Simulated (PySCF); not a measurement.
## Polarisability and C₆ of Ar²⁺ (argon, charge +2)

[Ne] 3s2 3p4, high-spin 3P determinant. All numbers are calculated (PySCF 2.14, the spin-free X2C one-electron Hamiltonian (Gaussian nucleus), in x2c-TZVPPall with one added diffuse shell each of s, p, d type (6s6p4d1f, 51 functions)). Coupled (time-dependent) response in atomic units; α is the mean over directions.

| method | mean α (bohr³) | α xx, yy, zz | C₆ (like pair) | S(−4) |
| --- | --- | --- | --- | --- |
| UHF | 4.772 | 4.820, 4.676, 4.820 | 16.74 | 5.530 |
| PBE | 4.813 | 4.829, 4.782, 4.829 | 16.92 | 5.617 |
| PBE0 | 4.779 | 4.805, 4.726, 4.805 | 16.76 | 5.519 |
| revPBE | 4.816 | 4.836, 4.776, 4.836 | 16.93 | 5.636 |
| BLYP | 4.828 | 4.838, 4.807, 4.838 | 16.97 | 5.656 |

S(−4) is the Cauchy moment in α(ω) = α(0) + S(−4) ω² + …

α(iu) at BLYP:

```json
{"u (hartree)": "0", "α(iu) (bohr³)": "4.828"}
{"u (hartree)": "0.0500", "α(iu) (bohr³)": "4.814"}
{"u (hartree)": "0.100", "α(iu) (bohr³)": "4.772"}
{"u (hartree)": "0.200", "α(iu) (bohr³)": "4.613"}
{"u (hartree)": "0.300", "α(iu) (bohr³)": "4.373"}
{"u (hartree)": "0.500", "α(iu) (bohr³)": "3.762"}
{"u (hartree)": "0.750", "α(iu) (bohr³)": "2.975"}
{"u (hartree)": "1.00", "α(iu) (bohr³)": "2.318"}
{"u (hartree)": "1.50", "α(iu) (bohr³)": "1.447"}
{"u (hartree)": "2.00", "α(iu) (bohr³)": "0.9670"}
{"u (hartree)": "3.00", "α(iu) (bohr³)": "0.5164"}
{"u (hartree)": "5.00", "α(iu) (bohr³)": "0.2270"}
```

For an ion, C₆ is the dispersion term alone; charge-induced terms of lower order in 1/R come first.

The components differ because the open shell of this determinant is not spherical; for a pure term their mean is the scalar polarisability.
